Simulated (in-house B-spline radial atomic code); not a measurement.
A run on an ion of nuclear charge 21 with 21.7 electrons that did not converge. Method: scalar-relativistic (X2C) LDA VWN5, spin-polarised, spherical fractional occupations, Fermi nucleus of rms radius 3.5459 fm; computed with an all-electron radial atomic-structure program (B-spline basis).

Command:
```bash
python run_scf.py task.json out
```
Settings (nuclear radius in fm, mass in u):
```
Z                21
configuration    [Ar] 3d1.7 4s2
hamiltonian      x2c
method           lda,vwn
spin_polarised   True
nucleus          fermi
rms_radius       3.5459
atomic_mass      44.95591
speed_of_light   137.035999084
```

First and last ten iterations of the last attempt (damped for 15 steps, keeping 80 % of the old Fock matrix, then DIIS):
```
 iter        energy (Eh)    residual
    1        -759.637390    2.27e-01
    2        -759.856936    2.39e-01
    3        -761.056984    1.51e-01
    4        -761.696056    9.20e-02
    5        -762.014446    5.46e-02
    6        -762.161413    2.99e-02
    7        -762.222884    1.42e-02
    8        -762.245102    8.63e-03
    9        -761.809193    3.81e-02
   10        -762.188062    2.35e-02
  111        -761.774374    3.79e-02
  112        -762.243889    7.04e-03
  113        -762.242140    7.76e-03
  114        -761.771212    3.81e-02
  115        -761.767370    3.84e-02
  116        -761.768800    3.82e-02
  117        -761.770978    3.80e-02
  118        -761.773511    3.80e-02
  119        -761.772335    3.81e-02
  120        -761.773580    3.80e-02
 not converged after 120 iterations
```

The smallest residual met was 2.6e-03; the threshold is about 2e-07. No energy from this run should be used. The likely cause: this method binds the added charge weakly or not at all at the basis-set limit, so charge moves back and forth between the atom and the box. Time taken, with all properties: 4.2 s on 1 thread of Intel(R) Xeon(R) Platinum 8175M CPU @ 2.50GHz (shared host).
